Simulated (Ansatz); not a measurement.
One change: `[CH3][Zn][CH2]C=O` becomes `B[CH2][Zn][CH3]`.

Ansatz, PBE0-D4/def2-TZVP geometries, multiplicity 1. Each molecule was computed in one conformer, which needn't be the lowest.

Scalar relativity is left out up to krypton.

```
                               property  `[CH3][Zn][CH2]C=O`
    HOMO energy (B3LYP/def2-TZVPP) / eV                -6.73
      LUMO energy (PBE/def2-TZVPP) / eV                -1.68
HOMO–LUMO gap (ωB97M-V/def2-TZVPP) / eV                10.11
      HOMO energy (PBE/def2-TZVPP) / eV                -5.40
   HOMO–LUMO gap (PBE0/def2-TZVPP) / eV                 6.19
     HOMO energy (PBE0/def2-TZVPP) / eV                -6.95
```

Question: What does the change do to each property? (Estimate.)

Answer: Computed: 
```json
{"property": "HOMO energy (B3LYP/def2-TZVPP) / eV", "`B[CH2][Zn][CH3]`": "-7.25", "shift": "-0.52"}
{"property": "LUMO energy (PBE/def2-TZVPP) / eV", "`B[CH2][Zn][CH3]`": "-1.99", "shift": "-0.31"}
{"property": "HOMO–LUMO gap (ωB97M-V/def2-TZVPP) / eV", "`B[CH2][Zn][CH3]`": "10.16", "shift": "0.05"}
{"property": "HOMO energy (PBE/def2-TZVPP) / eV", "`B[CH2][Zn][CH3]`": "-6.43", "shift": "-1.03"}
{"property": "HOMO–LUMO gap (PBE0/def2-TZVPP) / eV", "`B[CH2][Zn][CH3]`": "6.36", "shift": "0.17"}
{"property": "HOMO energy (PBE0/def2-TZVPP) / eV", "`B[CH2][Zn][CH3]`": "-7.48", "shift": "-0.53"}
```

With PBE0 the HOMO falls by 0.53 eV and the LUMO falls by 0.36 eV, so the gap widens by about 0.17 eV. PBE moves the HOMO by -1.03 eV and ωB97M-V by -0.32 eV.

B3LYP here is the variant with VWN-RPA as its local correlation; programs differ in this.
